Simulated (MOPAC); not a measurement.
Input file for MOPAC: PM3 on AlF2H (SMILES [F][AlH][F]), a point of a bond scan (R = 3.782 Å).

```
PM3 1SCF PRECISE CHARGE=0 THREADS=1
AlF2H

Al    -0.29735585 1    -0.20000769 1    -0.23453486 1
H     -1.37591570 1    -0.92546933 1    -1.08523238 1
F     -0.11938001 1     3.57577319 1    -0.11969936 1
F      0.80236859 1    -1.04990625 1     0.64396034 1
```

Program output:

```
*******************************************************************************
 **                                                                           **
 **                              MOPAC v23.2.5                                **
 **                                                                           **
 *******************************************************************************
 ** MOPAC's Digital Object Identifier: https://doi.org/10.5281/zenodo.6511958 **
 **                                                                           **
 ** Please cite the open-source release paper for use of this MOPAC version:  **
 ** J. E. Moussa and J. J. P. Stewart (2026)                                  **
 ** MOPAC: An open-source semiempirical molecular orbital program             **
 ** J. Open Source Softw., 11(119), 8025, https://doi.org/10.21105/joss.08025 **
 *******************************************************************************

                              PM3 CALCULATION RESULTS

 *******************************************************************************
 *  PM3        - The PM3 Hamiltonian to be used
 *
 *
 *
 *                 CHARGE ON SYSTEM = 0
 *
 *
 *
 *  PRECISE    - TIGHTER CRITERIA TO BE USED
 *  1SCF       - DO 1 SCF AND THEN STOP
 *  THREADS=1  - MULTI-THREADING NOT USED
 *  T=         - A TIME OF 172800.0 SECONDS REQUESTED
 *  DUMP=N     - RESTART FILE WRITTEN EVERY 7200.0 SECONDS REQUESTED
 *******************************************************************************
PM3 1SCF PRECISE CHARGE=0 THREADS=1
 AlF2H

   ATOM   CHEMICAL          X               Y               Z
  NUMBER   SYMBOL      (ANGSTROMS)     (ANGSTROMS)     (ANGSTROMS)

     1      Al         -0.29735585  *  -0.20000769  *  -0.23453486  *
     2       H         -1.37591570  *  -0.92546933  *  -1.08523238  *
     3       F         -0.11938001  *   3.57577319  *  -0.11969936  *
     4       F          0.80236859  *  -1.04990625  *   0.64396034  *



          CARTESIAN COORDINATES

    NO.       ATOM           X           Y           Z

     1        Al         -0.2974     -0.2000     -0.2345
     2         H         -1.3759     -0.9255     -1.0852
     3         F         -0.1194      3.5758     -0.1197
     4         F          0.8024     -1.0499      0.6440

  H: (PM3): J. J. P. STEWART, J. COMP. CHEM. 10, 209 (1989).
  F: (PM3): J. J. P. STEWART, J. COMP. CHEM. 10, 209 (1989).
 Al: (PM3): J. J. P. STEWART, J. COMP. CHEM. 10, 209 (1989).

           Empirical Formula: H Al F2  =     4 atoms



      MOLECULAR POINT GROUP   :   Cs


      RHF CALCULATION, NO. OF DOUBLY OCCUPIED LEVELS = 9


 -------------------------------------------------------------------------------
 PM3 1SCF PRECISE CHARGE=0 THREADS=1
 AlF2H



     1SCF WAS SPECIFIED, SO BFGS WAS NOT USED
     SCF FIELD WAS ACHIEVED


                              PM3 CALCULATION
                                                       MOPAC v23.2.5 Linux




          FINAL HEAT OF FORMATION =         21.29932 KCAL/MOL =      89.11634 KJ/MOL


          COSMO AREA              =        109.36 SQUARE ANGSTROMS
          COSMO VOLUME            =         89.41 CUBIC ANGSTROMS

          IONIZATION POTENTIAL    =          8.767319 EV
          HOMO LUMO ENERGIES (EV) =         -8.767 -3.733
          NO. OF FILLED LEVELS    =          9
          MOLECULAR WEIGHT        =         65.9862         POINT GROUP:  Cs

          MOLECULAR DIMENSIONS (Angstroms)

            Atom       Atom       Distance
            F     4    F     3     4.77804
            F     3    H     2     2.66138
            H     2   Al     1     0.00000


          SCF CALCULATIONS        =          1





   ATOM   CHEMICAL          X               Y               Z
  NUMBER   SYMBOL      (ANGSTROMS)     (ANGSTROMS)     (ANGSTROMS)

     1      Al         -0.29735585  *  -0.20000769  *  -0.23453486  *
     2       H         -1.37591570  *  -0.92546933  *  -1.08523238  *
     3       F         -0.11938001  *   3.57577319  *  -0.11969936  *
     4       F          0.80236859  *  -1.04990625  *   0.64396034  *

                             CARTESIAN COORDINATES

   1   Al       -0.297355850    -0.200007690    -0.234534860
   2    H       -1.375915700    -0.925469330    -1.085232380
   3    F       -0.119380010     3.575773190    -0.119699360
   4    F        0.802368590    -1.049906250     0.643960340


           Empirical Formula: H Al F2  =     4 atoms



      MOLECULAR POINT GROUP   :   Cs


                  EIGENVALUES
 -22.08489 -17.77266 -17.45815 -17.22655 -14.63215 -12.82814 -10.57530 -10.57514
  -8.76732  -3.73299  -3.46693  -0.13271   0.32166


              NET ATOMIC CHARGES AND DIPOLE CONTRIBUTIONS

  ATOM NO.   TYPE          CHARGE      No. of ELECS.   s-Pop       p-Pop
    1         Al           0.980939        2.0191     0.65199     1.36707
    2          H          -0.171884        1.1719     1.17188
    3          F          -0.572069        7.5721     1.99119     5.58088
    4          F          -0.236986        7.2370     1.61418     5.62281
 DIPOLE           X         Y         Z       TOTAL
 POINT-CHG.    -0.850    -8.809    -0.613     8.871
 HYBRID         0.218     0.637     0.169     0.694
 SUM           -0.632    -8.172    -0.444     8.208


          ATOMIC ORBITAL ELECTRON POPULATIONS

     Atom    s        px        py        pz
    1 Al   0.65199   0.49295   0.52230   0.35183
    2  H   1.17188
    3  F   1.99119   1.99888   1.58291   1.99909
    4  F   1.61418   1.86749   1.88133   1.87399

 **********************
 *                    *
 * JOB ENDED NORMALLY *
 *                    *
 **********************




 == MOPAC DONE ==
```

The run finished.

Cost: very roughly 0.03 core-seconds.
